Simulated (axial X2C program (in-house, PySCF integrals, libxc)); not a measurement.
## Curves of NSmO from open-shell CI on f(δφ)3 f(π)0

Computed with an axial X2C code built on PySCF integrals: two-component X2C with atomic mean-field Coulomb and Gaunt terms, basis N dyall-v3z, Sm dyall-v3z, O dyall-v3z (cores contracted in-house). Orbitals come from Hartree–Fock averaged over the configuration Sm f(δφ)3 f(π)0; CI then distributes these electrons over the f(δφ), f(π) shells of Sm.

Scan along the N–Sm bond with SmO moving as one mass, its bond held at 1.720 Å; masses N 14.003 u, Sm 151.920 u, O 15.995 u. Energies in cm⁻¹ from the lowest point; levels are followed by energy order within each Ω. Lowest level at 1.707 Å: 100% f(δφ)3.

```csv
R (Å),(1)Ω=5/2,(1)Ω=3/2,(1)Ω=7/2,(1)Ω=9/2,(1)Ω=1/2,(1)Ω=15/2,(2)Ω=3/2
1.588,2181,2142,4034,6708,8971,12862,10259
1.647,634,782,2650,5653,7382,10886,8969
1.707,51,410,2292,5713,6781,9843,8752
1.775,0,576,2566,6517,6710,9334,9189
1.844,192,950,3127,7635,6892,9154,9909
1.920,463,1359,3789,8852,7155,9142,10707
2.014,757,1753,4500,10135,7435,9225,11521
```

Question: Fit the curves (1)Ω=5/2, (1)Ω=3/2, (1)Ω=9/2, (1)Ω=1/2, (2)Ω=3/2 near their minima.

Answer: From the open-shell CI curves, Te from the lowest:

```csv
level,Te (cm⁻¹),Re (Å),ωe (cm⁻¹)
(1)Ω=5/2,0,1.748,451.6
(1)Ω=3/2,435,1.714,561.4
(1)Ω=9/2,5599,1.671,809.2
(1)Ω=1/2,6717,1.751,443.6
(2)Ω=3/2,8762,1.693,697.2
```

Without dynamic correlation distances can be off by several hundredths of an Å (long for ionic bonds, short for multiple bonds) and the wavenumbers are rough.

The 7 lowest curves are shown; the next is (2)Ω=5/2, from 9895 cm⁻¹.

Dynamic correlation is missing, so gaps between terms are too wide and other configurations may lie lower; the lowest level listed is that of this model, not necessarily the ground state. At most 6 roots were kept for each Ω > 0 (twice that for Ω = 0) within 3.5 eV of the lowest, so higher up levels can be missing between those listed; levels with Ω > 0 are doubly degenerate and listed once, Ω = 0 levels singly. States that fill the shells left empty in the average are placed too high. The molecule was held linear; bending was not examined.
